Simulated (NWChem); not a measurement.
# CH$_{6}$O$_{2}$SSi; SMILES [Si](C)(O)(S)O

```xyz
11

C      1.5703     1.1094     0.5658
Si    -0.0500     0.3723     0.0069
O     -0.3690     1.0642    -1.4605
O     -1.3458     0.6877     0.9990
S      0.0414    -1.7976    -0.0687
H      1.4782     2.2000     0.6188
H      1.8648     0.7382     1.5528
H      2.3739     0.8751    -0.1413
H     -1.2074     0.8083    -1.8722
H     -1.4342     0.1376     1.7900
H      1.2594    -1.8817    -0.6464
```
Atoms are numbered in this order, from 1.

Computed with NWChem. Pople sets run with spherical d functions. Medium grid unless said otherwise, to which SCAN and Minnesota functionals are sensitive. Coordinates come from a B3LYP/6-31G* (spherical d) optimisation. Total energies of different functionals are on different scales.

| level | energy (Ha) | highest occupied level (eV) | orbital gap (eV) | dipole (D) |
|---|---|---|---|---|
| B3LYP/6-31G* | -879.9676 | -7.05 | 7.59 | 0.92 |
| PBE/6-31G* | -879.3866 | -6.02 | 5.89 | 0.90 |
| RPBE/6-31G* | -879.8500 | -5.98 | 5.91 | 0.88 |
| N12/6-31G* | -879.7844 | -5.87 | 5.93 | 0.96 |
| B3PW91/6-31G* | -879.7960 | -7.14 | 7.76 | 0.95 |
| MN15-L/6-31G* | -879.6048 | -6.67 | 6.94 | 0.84 |
| KT2/6-31G* | -888.3899 | -6.10 | 5.86 | 0.92 |
| PW91/6-31G* | -879.8319 | -6.06 | 5.87 | 0.91 |
| BHandHLYP/6-31G* | -879.8327 | -8.50 | 10.25 | 0.99 |
| TPSSh/6-31G* | -879.9653 | -6.68 | [?] | 0.88 |
| Hartree-Fock/6-31G* | -877.6437 | -10.36 | 14.68 | 1.02 |

Task: Fill in the missing entries.

Result: 
- TPSSh/6-31G*, orbital gap (eV): 7.09
